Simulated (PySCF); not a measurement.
F²⁺: ionisation energy

F²⁺ [He] 2s2 2p3 (4S) → F³⁺ [He] 2s2 2p2 (3P), as a difference of total energies. Calculation: PySCF 2.14, in jorge-DZP-DKH; the spin-free X2C one-electron Hamiltonian (Gaussian nucleus). Correlated levels: valence: 1s2 frozen. The calculations carry no spin-orbit coupling.

```json
{"method": "UHF", "ionisation energy (eV)": "62.714", "difference from reference (eV)": "+0.006"}
{"method": "BP86", "ionisation energy (eV)": "63.294", "difference from reference (eV)": "+0.586"}
{"method": "B3LYP", "ionisation energy (eV)": "63.413", "difference from reference (eV)": "+0.705"}
{"method": "MP2 (valence)", "ionisation energy (eV)": "62.930", "difference from reference (eV)": "+0.222"}
{"method": "SCS-MP2 (valence)", "ionisation energy (eV)": "62.779", "difference from reference (eV)": "+0.071"}
{"method": "CCSD (valence)", "ionisation energy (eV)": "62.669", "difference from reference (eV)": "-0.039"}
{"method": "CCSD(T) (valence)", "ionisation energy (eV)": "62.665", "difference from reference (eV)": "-0.043"}
```

Reference: 62.708 eV (semi-empirical (NIST evaluation); NIST Atomic Spectra Database, ionization energies).

Errors of the correlated levels include the incompleteness of this basis and the frozen core.
